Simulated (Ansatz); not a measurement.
Start from `N#[C][Al]([F])[F]` and change one atom or group to get `[F][Al]([F])[SeH]`.

Ansatz, PBE0-D4/def2-TZVP geometries, multiplicity 1. Each molecule was computed in one conformer, which needn't be the lowest.

Scalar relativity is left out up to krypton.

```tsv
property	`N#[C][Al]([F])[F]`
zero-point energy (PBE0-D4/def2-TZVP) / kJ/mol	35.0
ideal-gas entropy at 298 K and 1 bar (rigid rotor, harmonic PBE0-D4/def2-TZVP) / J/(mol·K)	316
LUMO energy (PBE/def2-TZVPP) / eV	-2.89
HOMO–LUMO gap (PBE/def2-TZVPP) / eV	6.08
size of the dipole moment (ωB97M-V/def2-TZVPP) / D	1.81
HOMO–LUMO gap (ωB97M-V/def2-TZVPP) / eV	12.67
```

Problem. What does the change do to each property? (Best estimate.)

Solution. Ansatz gave: 
```json
{"property": "zero-point energy (PBE0-D4/def2-TZVP) / kJ/mol", "`[F][Al]([F])[SeH]`": "35.8", "shift": "0.8"}
{"property": "ideal-gas entropy at 298 K and 1 bar (rigid rotor, harmonic PBE0-D4/def2-TZVP) / J/(mol·K)", "`[F][Al]([F])[SeH]`": "329", "shift": "13"}
{"property": "LUMO energy (PBE/def2-TZVPP) / eV", "`[F][Al]([F])[SeH]`": "-2.01", "shift": "0.88"}
{"property": "HOMO–LUMO gap (PBE/def2-TZVPP) / eV", "`[F][Al]([F])[SeH]`": "4.74", "shift": "-1.34"}
{"property": "size of the dipole moment (ωB97M-V/def2-TZVPP) / D", "`[F][Al]([F])[SeH]`": "1.28", "shift": "-0.53"}
{"property": "HOMO–LUMO gap (ωB97M-V/def2-TZVPP) / eV", "`[F][Al]([F])[SeH]`": "10.52", "shift": "-2.15"}
```

With PBE0 the HOMO rises by 2.62 eV and the LUMO rises by 0.86 eV, so the gap narrows by about 1.76 eV. PBE moves the HOMO by 2.23 eV and ωB97M-V by 2.84 eV. Dipoles are sizes alone; their direction can turn.

Spin–orbit coupling is left out; it splits and shifts lone-pair levels of the heavy atoms by tenths of an eV.
